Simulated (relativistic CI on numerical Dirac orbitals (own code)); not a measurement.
## Crystal-field levels of Rh2+, 4d7

Calculated by Dirac-Coulomb-Breit CI, separate exchange-only KLI orbitals for each configuration, model QED, valence Slater integrals scaled by 0.9, one configuration in a parametric crystal field (own radial code). With so little scaling, terms lie 10 to 35 % too far apart, which can change the order of excited levels.

Field parameters in Wybourne normalisation: D3d B²₀ = −7Dσ, B⁴₀ = −14Dq − 21Dτ, B⁴₃ = −14√(10/7) Dq. The field is a parameter set, without covalency.

S is read from ⟨S²⟩ = S(S + 1).

Levels (cm⁻¹, degeneracy): 0 (2), 240 (2), 3086 (2), 3737 (2), 4313 (2), 5307 (2), 6479 (2), 6506 (2), 17293 (2), 17533 (2), 18381 (2), 18644 (2).

Q: Which field gives this pattern?
A. D3d, 10Dq = 18250, Dσ = -550, Dτ = 360 cm⁻¹
B. D3d, 10Dq = 18250, Dσ = -110, Dτ = 360 cm⁻¹
C. D3d, 10Dq = 18250, Dσ = 1200, Dτ = 360 cm⁻¹
D. D3d, 10Dq = 18250, Dσ = -330, Dτ = 360 cm⁻¹

A: A. D3d, 10Dq = 18250, Dσ = -550, Dτ = 360 cm⁻¹, ground level with S = 0.64.
